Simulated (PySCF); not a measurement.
methyltin tribromide (CH3Br3Sn), SMILES [Br][Sn]([Br])([Br])[CH3].

The structure is a stationary point at B3LYP-D3(BJ)/def2-SVP. The def2 effective core potentials stand for the cores of Sn; spin–orbit coupling is left out.

Calculation: TDA-B3LYP/def2-SVPD in PySCF.

Vertical excitations; the highest root listed may be one member of a degenerate set. Gas-phase values at a fixed geometry. State labels are in the subgroup Cs.

```csv
state,symmetry,energy (eV),λ (nm),f,main pairs
S1,A",4.16,298,0.000,HOMO→LUMO 100 %
S2,A',4.39,283,0.024,HOMO−1→LUMO (degenerate set)
S3,A",4.39,283,0.024,HOMO−2→LUMO (degenerate set)
S4,A',4.49,276,0.053,HOMO−3→LUMO 95 %
S5,A",4.61,269,0.024,HOMO−4→LUMO (degenerate set)
S6,A',4.61,269,0.024,HOMO−5→LUMO (degenerate set)
S7,A',6.31,196,0.034,"HOMO−7→LUMO, HOMO→LUMO+1 (degenerate set)"
S8,A",6.31,196,0.034,"HOMO−8→LUMO, HOMO→LUMO+2 (degenerate set)"
S9,A',6.33,196,0.071,HOMO−6→LUMO 72 %
S10,A",6.55,189,0.015,"HOMO−3→LUMO+1 49 %, HOMO→LUMO+2 35 %, HOMO−8→LUMO 8 %"
T1,A",3.85,322,0,HOMO→LUMO 98 %
T2,A',3.92,317,0,HOMO−3→LUMO 97 %
T3,A',3.97,313,0,HOMO−1→LUMO (degenerate set)
T4,A",3.97,313,0,HOMO−2→LUMO (degenerate set)
```
Triplets are in the Tamm–Dancoff approximation.
